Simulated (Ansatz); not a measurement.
Reaction (ligand exchange at a B–Cl bond): boron trichloride + silanol → `[SiH3]OB(Cl)Cl` + HCl

Program: Ansatz. Geometries: PBE0-D4/def2-TZVP. ΔE: electronic, gas phase. CCSD(T)/CBS is the MP2 limit (def2-TZVPP, def2-QZVPP) plus CCSD(T) − MP2 in def2-TZVPP, frozen cores. This one scheme is used for every species. DFT in def2-TZVPP. B3LYP here is the variant with VWN-RPA as its local correlation; programs differ in this. Each species was taken in one conformer, which may not be the lowest.

```csv
level,ΔE (kJ/mol)
ωB97M-V,-59.6
B3LYP,-57.9
```

What does CCSD(T)/CBS give? (Best estimate.)

The calculation gave: -60.1 kJ/mol. The listed levels differ from it by 0.5, 2.2 kJ/mol.

Largest T1 diagnostic among the species: 0.012.

At CCSD(T), def2-SVP lies −7.2 kJ/mol from the extrapolated value and def2-TZVPP −1.5 kJ/mol. In def2-TZVPP, CCSD(T) changes the Hartree–Fock value by +9.9 kJ/mol (the triples alone add +2.3 kJ/mol) and MP2 by +15.6 kJ/mol. The D4 term adds −4.4 kJ/mol with B3LYP and −2.8 kJ/mol with PBE0; it sums over pairs of atoms, weighted by their polarisabilities, and B3LYP, whose exchange is more repulsive, gets the larger term.
